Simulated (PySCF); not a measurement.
Compound: C3H4AlF.
Geometry (PBE0-D3(BJ)/def2-SVP, Å), atoms numbered from 1 in this order:
```
atom  x, y, z in Å
C1    -1.9883   -0.4056   -0.0694
C2    -0.5688   -0.1139   -0.0218
C3     0.6319    0.1205    0.0186
Al4    2.4742    0.5365    0.0590
F5     3.5179   -0.5375    0.7872
H6    -2.5859    0.5083    0.0730
H7    -2.2700   -1.1256    0.7147
H8    -2.2637   -0.8406   -1.0429
H9     3.1099    1.8396   -0.5515
```

Computed with PySCF, PBE0-D3(BJ)/def2-SVP geometry optimisation, gas phase.

Problem. Which atoms are bound to Al4, and at what distances?

Solution. 3 atoms: H9 1.573 Å, F5 1.665 Å, C3 1.889 Å. The nearest atom not counted as bound is C2, at 3.11 Å.

Problem. List the angles at Al4.

Solution. 
| angle | degrees | distance of the outer atoms (Å) |
| --- | --- | --- |
| C3–Al4–H9 | 124.6 | 3.07 |
| C3–Al4–F5 | 118.6 | 3.06 |
| F5–Al4–H9 | 116.8 | 2.76 |

Problem. What is the shape at Al4?

Solution. Planar: angles 124.6°, 118.6° and 116.8°, sum 360.0°, 0.00 Å off the plane of its three neighbours.

Problem. What are the other bond lengths?

Solution. C1–C2 1.450 Å; C2≡C3 1.224 Å; C1–H6, C1–H7, C1–H8 1.101 Å.

Problem. Give some angles away from the centre.

Solution. C1–C2–C3 179.4°, C2–C3–Al4 178.2°.

Problem. What are the rotational constants (commonest isotopes, rigid rotor)?

Solution. A = 18722, B = 1409, C = 1322 MHz: a near-prolate asymmetric top.

Charge 0, singlet. Whether it is a minimum is left open (no frequencies).

The run took 19 s on an Arm Neoverse V1 with one thread, shared host with 32 logical CPUs at a one-minute load of 7.8, and the process peaked at 0.38 GiB of memory. These figures are those of the optimisation.
